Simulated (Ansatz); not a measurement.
A geometry optimisation of NOSbSi with B3LYP-D3(BJ)/def2-SVP

The starting geometry of this gas-phase triplet was optimised with r2SCAN-D4.

```tsv
atom	x (Å)	y (Å)	z (Å)
N	1.1497	0.2229	0.9934
O	-1.9429	0.0047	0.9530
Sb	1.2937	1.3366	2.7299
Si	-0.5171	0.3731	1.3926
```

Predict what it relaxes into with B3LYP-D3(BJ)/def2-SVP.

A bond breaks, giving a structure given below by its coordinates. Contacts that open: Sb3–Si4 (2.45 → 3.57 Å).

The energy falls by 0.62 eV over 18 steps:

```
step  E − E(last) (eV)
   1             0.624
   3             0.360
   5             0.299
   7             0.182
   9             0.067
  10             0.036
  12             0.004
  14             0.000
  16             0.000
  18             0.000
```

Final geometry (Å):

```yaml
atoms:
  - { symbol: N, position_ang: [0.6058, 0.6542, 1.7245] }
  - { symbol: O, position_ang: [-2.0842, -0.2790, 0.5210] }
  - { symbol: Sb, position_ang: [2.2347, 1.3621, 2.6779] }
  - { symbol: Si, position_ang: [-0.7729, 0.1999, 1.1455] }
```

The end wasn't checked by frequencies. Open shells are spin-unrestricted. The triplet needn't be the ground state. Atoms past krypton carry core potentials, without spin–orbit terms. Run with Ansatz 0.2.0, 2.7 min on 1 thread of Intel(R) Xeon(R) Processor @ 2.50GHz (Skylake/Cascade Lake) (shared host).
